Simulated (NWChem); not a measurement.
The numbers come from NWChem runs, not from measurements. System: C2H6O2Si, charge 0, spin multiplicity 1, displaced from the optimised geometry. The structure started from a generated list of species. Level: PBE0/def2-SVP.

The NWChem input:

```
start mol
memory heap 200 mb stack 800 mb global 1000 mb
geometry units angstroms nocenter noautoz noautosym
  C     -0.510977    -1.352573     0.159999
  O      0.900196    -1.171269    -0.052984
  C      1.298893     0.155709     0.418857
  Si    -0.232730     1.221053    -0.178008
  O     -1.249162    -0.182624    -0.271858
  H     -0.825360    -2.251713    -0.452617
  H     -0.732062    -1.546026     1.266748
  H      1.415390     0.181755     1.554057
  H      2.299409     0.403050    -0.042720
  H     -0.748811     2.243379     0.841460
  H     -0.086109     1.887134    -1.549210
end
basis spherical
  * library def2-svp
end
basis "cd basis" spherical
  * library weigend_coulomb_fitting
end
dft
  xc pbe0
  semidirect memsize 60000000 filesize 0
  iterations 100
end
task dft gradient
```

Output (cleaned and shortened):

```
             Northwest Computational Chemistry Package (NWChem) 7.3.0
             --------------------------------------------------------

                                NWChem Input Module
                                -------------------

 Scaling coordinates for geometry "geometry" by  1.889725989
 (inverse scale =  0.529177249)

                             Geometry "geometry" -> ""
                             -------------------------

 Output coordinates in angstroms (scale by  1.889725989 to convert to a.u.)

  No.       Tag          Charge          X              Y              Z
 ---- ---------------- ---------- -------------- -------------- --------------
    1 C                    6.0000    -0.51097700    -1.35257300     0.15999900
    2 O                    8.0000     0.90019600    -1.17126900    -0.05298400
    3 C                    6.0000     1.29889300     0.15570900     0.41885700
    4 Si                  14.0000    -0.23273000     1.22105300    -0.17800800
    5 O                    8.0000    -1.24916200    -0.18262400    -0.27185800
    6 H                    1.0000    -0.82536000    -2.25171300    -0.45261700
    7 H                    1.0000    -0.73206200    -1.54602600     1.26674800
    8 H                    1.0000     1.41539000     0.18175500     1.55405700
    9 H                    1.0000     2.29940900     0.40305000    -0.04272000
   10 H                    1.0000    -0.74881100     2.24337900     0.84146000
   11 H                    1.0000    -0.08610900     1.88713400    -1.54921000

 Effective nuclear repulsion energy (a.u.)     241.9166115515

            Nuclear Dipole moment (a.u.)
            ----------------------------
        X                 Y               Z
 ---------------- ---------------- ----------------
     0.0000094486    -0.0000132281     0.0000113384


 Summary of "ao basis" -> "" (spherical)
 ------------------------------------------------------------------------------
       Tag                 Description            Shells   Functions and Types
 ---------------- ------------------------------  ------  ---------------------
 *                          def2-svp                  on all atoms

 Summary of "cd basis" -> "" (spherical)
 ------------------------------------------------------------------------------
       Tag                 Description            Shells   Functions and Types
 ---------------- ------------------------------  ------  ---------------------
 *                  weigend_coulomb_fitting           on all atoms

                                 NWChem DFT Module
                                 -----------------

 Summary of "ao basis" -> "ao basis" (spherical)
 ------------------------------------------------------------------------------
       Tag                 Description            Shells   Functions and Types
 ---------------- ------------------------------  ------  ---------------------
 C                          def2-svp                 6       14   3s2p1d
 O                          def2-svp                 6       14   3s2p1d
 Si                         def2-svp                 8       18   4s3p1d
 H                          def2-svp                 3        5   2s1p

 Summary of "cd basis" -> "cd basis" (spherical)
 ------------------------------------------------------------------------------
       Tag                 Description            Shells   Functions and Types
 ---------------- ------------------------------  ------  ---------------------
 C                  weigend coulomb fitting         15       49   6s4p3d1f1g
 O                  weigend coulomb fitting         15       49   6s4p3d1f1g
 Si                 weigend coulomb fitting         17       51   8s4p3d1f1g
 H                  weigend coulomb fitting          5       11   3s1p1d

 Summary of "ao basis" -> "ao basis" (spherical)
 ------------------------------------------------------------------------------
       Tag                 Description            Shells   Functions and Types
 ---------------- ------------------------------  ------  ---------------------
 C                          def2-svp                 6       14   3s2p1d
 O                          def2-svp                 6       14   3s2p1d
 Si                         def2-svp                 8       18   4s3p1d
 H                          def2-svp                 3        5   2s1p

            General Information
            -------------------
          SCF calculation type: DFT
          Wavefunction type:  closed shell.
          No. of atoms     :    11
          No. of electrons :    48
           Alpha electrons :    24
            Beta electrons :    24
          Charge           :     0
          Spin multiplicity:     1
          Use of symmetry is: off; symmetry adaption is: off
          Maximum number of iterations: 100
          AO basis - number of functions:   104
                     number of shells:    50
          A Charge density fitting basis will be used.
          CD basis - number of functions:   313
                     number of shells:   107
          Convergence on energy requested:  1.00D-06
          Convergence on density requested:  1.00D-05
          Convergence on gradient requested:  5.00D-04

              XC Information
              --------------
                         PBE0 Method XC Functional
                     Hartree-Fock (Exact) Exchange  0.250
          PerdewBurkeErnzerhof Exchange Functional  0.750
            Perdew 1991 LDA Correlation Functional  1.000 local
           PerdewBurkeErnz. Correlation Functional  1.000 non-local
[...]
 d= 0,ls=0.0,diis     8   -519.1189189867  9.69D-08  1.17D-05  3.03D-06     9.9
 d= 0,ls=0.0,diis     9   -519.1189193318 -3.45D-07  1.82D-06  8.46D-08    10.8

         Total DFT energy =     -519.118919331849
      One electron energy =    -1195.260113168300
           Coulomb energy =      484.911179978746
    Exchange-Corr. energy =      -50.686597693766
 Nuclear repulsion energy =      241.916611551471

 Numeric. integr. density =       48.000006058515

     Total iterative time =      9.7s

                       DFT Final Molecular Orbital Analysis
                       ------------------------------------

 Vector   22  Occ=2.000000D+00  E=-3.323321D-01
              MO Center=  3.0D-01,  3.2D-01,  1.4D-01, r^2= 3.6D+00
   Bfn.  Coefficient  Atom+Function         Bfn.  Coefficient  Atom+Function
  ----- ------------  ---------------      ----- ------------  ---------------
    20      0.243186   2 O  pz               32      0.239126   3 C  px
    95      0.229442  10 H  s                33     -0.199187   3 C  py
    64      0.195365   5 O  px               50     -0.180309   4 Si px
    23      0.173731   2 O  pz               90      0.174555   9 H  s
    96      0.172777  10 H  s                67      0.149209   5 O  px

 Vector   23  Occ=2.000000D+00  E=-2.941901D-01
              MO Center= -4.5D-01, -6.1D-02, -1.8D-01, r^2= 3.1D+00
   Bfn.  Coefficient  Atom+Function         Bfn.  Coefficient  Atom+Function
  ----- ------------  ---------------      ----- ------------  ---------------
    66      0.432847   5 O  pz               69      0.331311   5 O  pz
   101      0.179935  11 H  s               100      0.179024  11 H  s
    19      0.174038   2 O  py               80     -0.144968   7 H  s
    18     -0.141972   2 O  px                6     -0.137976   1 C  pz
    33     -0.136312   3 C  py               75      0.132415   6 H  s

 Vector   24  Occ=2.000000D+00  E=-2.810954D-01
              MO Center=  4.4D-01, -7.3D-01,  2.1D-01, r^2= 2.6D+00
   Bfn.  Coefficient  Atom+Function         Bfn.  Coefficient  Atom+Function
  ----- ------------  ---------------      ----- ------------  ---------------
    20      0.455331   2 O  pz               23      0.347705   2 O  pz
    80     -0.214527   7 H  s                19     -0.187860   2 O  py
    66      0.187286   5 O  pz               85     -0.184504   8 H  s
    22     -0.159444   2 O  py               81     -0.156157   7 H  s
    86     -0.150503   8 H  s                69      0.141777   5 O  pz

 Vector   25  Occ=0.000000D+00  E= 1.229623D-02
              MO Center= -7.1D-02,  1.4D+00, -1.3D-01, r^2= 3.4D+00
   Bfn.  Coefficient  Atom+Function         Bfn.  Coefficient  Atom+Function
  ----- ------------  ---------------      ----- ------------  ---------------
    53      0.988487   4 Si px               31     -0.860858   3 C  s
    46      0.437101   4 Si s                63      0.438190   5 O  s
    54      0.376818   4 Si py               35      0.239771   3 C  px
    50      0.214229   4 Si px               22      0.199838   2 O  py
   101     -0.198125  11 H  s                86      0.192148   8 H  s

 Vector   26  Occ=0.000000D+00  E= 4.510998D-02
              MO Center=  6.0D-02,  8.2D-01,  1.5D-01, r^2= 5.7D+00
   Bfn.  Coefficient  Atom+Function         Bfn.  Coefficient  Atom+Function
  ----- ------------  ---------------      ----- ------------  ---------------
    31      1.228546   3 C  s                54      1.124559   4 Si py
     3      0.736947   1 C  s               101     -0.702684  11 H  s
    96     -0.651993  10 H  s                86     -0.592031   8 H  s
    91     -0.499138   9 H  s                81     -0.457036   7 H  s
    53     -0.443097   4 Si px               36      0.360129   3 C  py

 Vector   27  Occ=0.000000D+00  E= 7.468412D-02
              MO Center=  1.5D-01,  8.0D-01,  4.3D-01, r^2= 5.8D+00
   Bfn.  Coefficient  Atom+Function         Bfn.  Coefficient  Atom+Function
  ----- ------------  ---------------      ----- ------------  ---------------
    96      1.194856  10 H  s                46     -1.116376   4 Si s
    31      1.034305   3 C  s                91     -0.898083   9 H  s
    55     -0.682369   4 Si pz                3      0.431399   1 C  s
    81     -0.432224   7 H  s                63      0.382524   5 O  s
     8     -0.346205   1 C  py               76     -0.346135   6 H  s

 center of mass
 --------------
 x =  -0.02739588 y =  -0.01955970 z =  -0.03357505

 moments of inertia (a.u.)
 ------------------
         409.567300684041          28.957082559371         -44.321892757218
          28.957082559371         299.367878251352          28.026962519907
         -44.321892757218          28.026962519907         624.018546371265

     Multipole analysis of the density
     ---------------------------------

     L   x y z        total         alpha         beta         nuclear
     -   - - -        -----         -----         ----         -------
     0   0 0 0     -0.000000    -24.000000    -24.000000     48.000000

     1   1 0 0      0.313467      0.156729      0.156729      0.000009
     1   0 1 0      0.379449      0.189731      0.189731     -0.000013
     1   0 0 1      0.386652      0.193320      0.193320      0.000011

     2   2 0 0    -29.434544    -87.012673    -87.012673    144.590802
     2   1 1 0      2.539263      6.440877      6.440877    -10.342492
     2   1 0 1      0.007216    -12.030616    -12.030616     24.068448
     2   0 2 0    -26.896073   -119.664839   -119.664839    212.433606
     2   0 1 1     -0.463867      8.278572      8.278572    -17.021010
     2   0 0 2    -28.002671    -31.139072    -31.139072     34.275472

            General Information
            -------------------
          SCF calculation type: DFT
          Wavefunction type:  closed shell.
          No. of atoms     :    11
          No. of electrons :    48
           Alpha electrons :    24
            Beta electrons :    24
          Charge           :     0
          Spin multiplicity:     1
          Use of symmetry is: off; symmetry adaption is: off
          Maximum number of iterations: 100
          AO basis - number of functions:   104
                     number of shells:    50
          A Charge density fitting basis will be used.
          CD basis - number of functions:   313
                     number of shells:   107
          Convergence on energy requested:  1.00D-06
          Convergence on density requested:  1.00D-05
          Convergence on gradient requested:  5.00D-04

              XC Information
              --------------
                         PBE0 Method XC Functional
                     Hartree-Fock (Exact) Exchange  0.250
          PerdewBurkeErnzerhof Exchange Functional  0.750
            Perdew 1991 LDA Correlation Functional  1.000 local
           PerdewBurkeErnz. Correlation Functional  1.000 non-local

             Grid Information
             ----------------
          Grid used for XC integration:  medium
          Radial quadrature: Mura-Knowles
          Angular quadrature: Lebedev.
          Tag              B.-S. Rad. Rad. Pts. Rad. Cut. Ang. Pts.
          ---              ---------- --------- --------- ---------
          C                   0.70       49          10.0       434
          O                   0.60       49          10.0       434
          Si                  1.10       88          10.0       590
          H                   0.35       45          12.0       434
          Grid pruning is: on
          Number of quadrature shells:   554
          Spatial weights used:  Erf1

          Convergence Information
          -----------------------
          Convergence aids based upon iterative change in
          total energy or number of iterations.
          Levelshifting, if invoked, occurs when the
          HOMO/LUMO gap drops below (HL_TOL):  1.00D-02
          DIIS, if invoked, will attempt to extrapolate
          using up to (NFOCK): 10 stored Fock matrices.

                    Damping( 0%)  Levelshifting(0.5)       DIIS
                  --------------- ------------------- ---------------
          dE  on:    start            ASAP                start
          dE off:    2 iters        100 iters           100 iters

      Screening Tolerance Information
      -------------------------------
          Density screening/tol_rho:  1.00D-10
          AO Gaussian exp screening on grid/accAOfunc:  14
          CD Gaussian exp screening on grid/accCDfunc:  20
          XC Gaussian exp screening on grid/accXCfunc:  20
          Schwarz screening/accCoul:  1.00D-08

  int_init: cando_txs set to always be  F
  intd_init: cando_txs set to always be  F

                            NWChem DFT Gradient Module
                            --------------------------

  charge          =   0.00
  wavefunction    = closed shell

                         DFT ENERGY GRADIENTS

    atom               coordinates                        gradient
                 x          y          z           x          y          z
   1 C      -0.965607  -2.555992   0.302354   -0.004377  -0.008163   0.002760
   2 O       1.701124  -2.213377  -0.100125    0.021593  -0.021098  -0.013237
   3 C       2.454552   0.294247   0.791525    0.002619   0.008069   0.001783
   4 Si     -0.439796   2.307456  -0.336386    0.004361   0.016305  -0.000489
   5 O      -2.360574  -0.345109  -0.513737   -0.030002   0.003588  -0.009636
   6 H      -1.559704  -4.255121  -0.855322   -0.005816  -0.017054  -0.009732
   7 H      -1.383397  -2.921566   2.393807   -0.004560  -0.004482   0.019606
   8 H       2.674699   0.343467   2.936742    0.002346   0.001792   0.019288
   9 H       4.345253   0.761654  -0.080729    0.017206   0.005143  -0.006883
  10 H      -1.415048   4.239372   1.590129   -0.004641   0.009604   0.009145
  11 H      -0.162722   3.566166  -2.927582    0.001271   0.006297  -0.012608

                 ----------------------------------------
                 |  Time  |  1-e(secs)   |  2-e(secs)   |
                 ----------------------------------------
                 |  CPU   |       0.01   |       4.04   |
                 ----------------------------------------
                 |  WALL  |       0.01   |       4.04   |
                 ----------------------------------------

 Task  times  cpu:       18.1s     wall:       18.1s

 Total times  cpu:       18.2s     wall:       18.2s
```
